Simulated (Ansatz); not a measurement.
Molecule: C4H5FO, charge 0, multiplicity 1. SMILES: C([C@@H]1C[C@H]1F)=O
Coordinates optimised at B3LYP-D3(BJ)/def2-TZVP (Ansatz, a quantum-chemistry and plane-wave program):
```xyz
11

O      2.5434    -0.2030    -0.2213
C      1.4853    -0.1967     0.3541
C      0.2225     0.3055    -0.2172
C     -0.8007     0.9796     0.7047
C     -1.0712    -0.3643     0.1724
F     -2.0108    -0.4961    -0.8138
H      1.4029    -0.5851     1.3942
H      0.2799     0.6748    -1.2322
H     -1.3424     1.8086     0.2725
H     -0.5553     1.0774     1.7542
H     -1.0504    -1.2307     0.8214
```
Charge 0, spin multiplicity 1.

Property: vertical triplet-singlet gap (E(triplet) - E(singlet); each state is the SCF solution reached for its spin), in kcal/mol. Valence correlation only, unless marked. UHF or UKS for open shells. Spin-orbit coupling is left out. No relativistic terms. 

```
level                program  vertical triplet-singlet gap (kcal/mol)
-------------------  -------  ---------------------------------------
HF/aug-cc-pVTZ        Ansatz                                     68.8
PBE/def2-TZVPD        Ansatz                                     84.7
r2SCAN/def2-TZVPD     Ansatz                                     81.8
PBE0/def2-TZVPD       Ansatz                                     84.2
wB97M-V/def2-TZVPD    Ansatz                                     89.8
wB97X-V/def2-TZVPD    Ansatz                                     88.7
MP2/aug-cc-pVDZ       Ansatz                                    103.3
RI-MP2/aug-cc-pVTZ    Ansatz                                    103.5
SCS-MP2/aug-cc-pVDZ   Ansatz                                    102.6
```
